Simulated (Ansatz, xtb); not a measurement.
Ranking isomers of C6H9NO

3 gas-phase structures of C6H9NO, from a drawn sample of its isomers (lower ones may exist). Each was relaxed with GFN2-xTB; where two conformers were screened, the lower at r2SCAN-D4/def2-SVP is listed:

A. `C=C(O)N[C@@H]1C=CC1`, a singlet
B. `C/C(O)=N\[C@@H]1C=CC1`, a singlet
C. `CC(=O)N[C@@H]1C=CC1`, a singlet

Q: Estimate their order in r2SCAN-D4/def2-SVP energy at these geometries, lowest first.

A: Calculated order at r2SCAN-D4/def2-SVP: C (0.0), B (16.9), A (29.7) kcal/mol.

Energies above the lowest of each column, in kcal/mol; the last columns are at B3LYP/def2-SVP geometries and were run for some of them only (a dash: not run or not comparable):

```json
{"structure": "C", "GFN2-xTB": "0.0", "HF/STO-3G": "0.0", "r2SCAN-D4/def2-SVP": "0.0", "B3LYP/def2-SVP": "0.0", "CCSD(T)/def2-SVP + ΔMP2/def2-TZVPP": "0.0"}
{"structure": "B", "GFN2-xTB": "10.2", "HF/STO-3G": "8.8", "r2SCAN-D4/def2-SVP": "16.9", "B3LYP/def2-SVP": "16.1", "CCSD(T)/def2-SVP + ΔMP2/def2-TZVPP": "12.9"}
{"structure": "A", "GFN2-xTB": "24.8", "HF/STO-3G": "27.6", "r2SCAN-D4/def2-SVP": "29.7", "B3LYP/def2-SVP": "–", "CCSD(T)/def2-SVP + ΔMP2/def2-TZVPP": "–"}
```

Every level run on C puts it lowest or level with the lowest. Some further structures that were screened fall inside this span and aren't listed. Flexible structures stand in one conformer each, not always the lowest. Frequencies (GFN2-xTB) were run for C alone. ΔMP2 is the change of the MP2 energy from the smaller to the larger basis.

Programs: Ansatz 0.2.0, xtb 6.7.1.
